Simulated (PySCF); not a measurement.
## AlTl⁺: frontier orbitals

TPSSh at R = 3.486 Å; basis Al def2-SVPD, Tl def2-SVPD with ECP60; scalar-relativistic core potentials; PySCF 2.14. State: ²Σ⁺ (doublet), unpaired electrons σ ↑. Only the outer orbitals are listed, counted within each symmetry, core potentials removing the inner ones.

```tsv
spin	orbital	occ.	ε (eV)	on Al (%)	main shells (%)
α	1δ	1	-21.86	0	100 Tl d
α	1δ	1	-21.86	0	100 Tl d
α	3π	1	-21.74	0	100 Tl d
α	3π	1	-21.74	0	100 Tl d
α	6σ	1	-21.71	0	100 Tl d
α	7σ	1	-15.32	12	88 Tl s, 8 Al s
α	8σ	1	-13.08	88	88 Al s, 8 Tl s
α	9σ	1	-8.78	69	67 Al p, 29 Tl p
α	4π	0	-7.22	60	59 Al p, 39 Tl p
α	4π	0	-7.22	60	59 Al p, 39 Tl p
α	5π	0	-6.18	42	58 Tl p, 41 Al p
β	1δ	1	-21.84	0	100 Tl d
β	1δ	1	-21.84	0	100 Tl d
β	3π	1	-21.67	0	100 Tl d
β	3π	1	-21.67	0	100 Tl d
β	6σ	1	-21.62	0	100 Tl d
β	7σ	1	-14.93	9	91 Tl s
β	8σ	1	-12.46	93	93 Al s
β	9σ	0	-7.12	55	51 Al p, 44 Tl p
β	4π	0	-7.06	61	59 Al p, 38 Tl p
β	4π	0	-7.06	61	59 Al p, 38 Tl p
```

Which are the highest filled and the lowest empty level, where do they sit, and how wide is the gap?

Highest filled α 9σ at -8.78 eV (in %: 67 Al p, 29 Tl p); lowest empty α 4π at -7.22 eV (in %: 59 Al p, 39 Tl p); the gap at TPSSh is 1.56 eV.

| Property | Result |
| --- | --- |
| bond order (Mayer) | 0.51 |
| ⟨S²⟩ | 0.758 |
| charge on Al (Mulliken, basis-dependent) | 0.29 |
| charge on Al (Löwdin, basis-dependent) | 0.46 |
| dipole moment (positive dipole points towards Tl; it is taken about the centre of mass and depends on that origin) | -5.02 D |

These are scalar-relativistic numbers at best; spin–orbit coupling would shift them, the dissociation energy most. The state is the lowest determinant that a PBE0 search found; another state may lie lower at other levels.
